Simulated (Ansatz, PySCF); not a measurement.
In(F)(Me)(NH2) (CH5FInN), SMILES [CH3][In]([F])[NH2]. Atoms are numbered in the order given.

```xyz
9

In     0.0282    -0.0989    -0.0369
F      1.8783    -0.3929    -0.6922
C     -0.5205    -1.1714     1.7485
H     -0.4099    -2.2475     1.5567
H     -1.5559    -0.9458     2.0361
H      0.1652    -0.8743     2.5544
N     -0.7917     1.3626    -1.1869
H     -1.8036     1.4085    -1.2840
H     -0.3541     1.5179    -2.0933
```
Charge 0, spin multiplicity 1.

The structure is a stationary point at B3LYP-D3(BJ)/def2-SVP. The structure was generated by enumeration; whether it is a known compound was not checked. The def2 effective core potentials stand for the cores of In; spin–orbit coupling is left out. One conformer was computed; it need not be the lowest.

Two levels are set side by side: PBE-D3(BJ)/def2-SVP (Ansatz, a first-principles code) and B3LYP-D3(BJ)/def2-SVP (Ansatz). Each level has its own optimised geometry; the coordinates shown are those of the second. Frequencies come from the Hessian of PySCF at each geometry. Differences are taken from unrounded values.

```
quantity                            B3LYP-D3(BJ)
----------------------------------  ------------
mean bond length (Å)                       1.438
bond In1–F2 (Å)                            1.985
bond In1–C3 (Å)                            2.154
bond In1–N7 (Å)                            2.032
bond C3–H4 (Å)                             1.099
bond C3–H5 (Å)                             1.098
bond C3–H6 (Å)                             1.099
bond N7–H8 (Å)                             1.018
bond N7–H9 (Å)                             1.018
highest harmonic wavenumber (cm⁻¹)          3636
mean harmonic wavenumber (cm⁻¹)             1290
zero-point energy (kcal/mol)               38.74
```

Problem. What does PBE-D3(BJ) give, and how far is it from B3LYP-D3(BJ)? (Estimate from the structure and the level; the computed values follow.)

Solution. 
```json
[
 {"quantity": "mean bond length (Å)", "PBE-D3(BJ)": "1.447", "PBE-D3(BJ) minus B3LYP-D3(BJ)": "0.009"},
 {"quantity": "bond In1–F2 (Å)", "PBE-D3(BJ)": "1.997", "PBE-D3(BJ) minus B3LYP-D3(BJ)": "0.013"},
 {"quantity": "bond In1–C3 (Å)", "PBE-D3(BJ)": "2.155", "PBE-D3(BJ) minus B3LYP-D3(BJ)": "0.002"},
 {"quantity": "bond In1–N7 (Å)", "PBE-D3(BJ)": "2.050", "PBE-D3(BJ) minus B3LYP-D3(BJ)": "0.018"},
 {"quantity": "bond C3–H4 (Å)", "PBE-D3(BJ)": "1.106", "PBE-D3(BJ) minus B3LYP-D3(BJ)": "0.007"},
 {"quantity": "bond C3–H5 (Å)", "PBE-D3(BJ)": "1.105", "PBE-D3(BJ) minus B3LYP-D3(BJ)": "0.007"},
 {"quantity": "bond C3–H6 (Å)", "PBE-D3(BJ)": "1.106", "PBE-D3(BJ) minus B3LYP-D3(BJ)": "0.007"},
 {"quantity": "bond N7–H8 (Å)", "PBE-D3(BJ)": "1.027", "PBE-D3(BJ) minus B3LYP-D3(BJ)": "0.009"},
 {"quantity": "bond N7–H9 (Å)", "PBE-D3(BJ)": "1.028", "PBE-D3(BJ) minus B3LYP-D3(BJ)": "0.009"},
 {"quantity": "highest harmonic wavenumber (cm⁻¹)", "PBE-D3(BJ)": "3541", "PBE-D3(BJ) minus B3LYP-D3(BJ)": "-94"},
 {"quantity": "mean harmonic wavenumber (cm⁻¹)", "PBE-D3(BJ)": "1261", "PBE-D3(BJ) minus B3LYP-D3(BJ)": "-29"},
 {"quantity": "zero-point energy (kcal/mol)", "PBE-D3(BJ)": "37.86", "PBE-D3(BJ) minus B3LYP-D3(BJ)": "-0.88"}
]
```

GGA bonds tend to be longer and softer than those of functionals with exact exchange. Differences between two approximate levels are no errors against the true value.
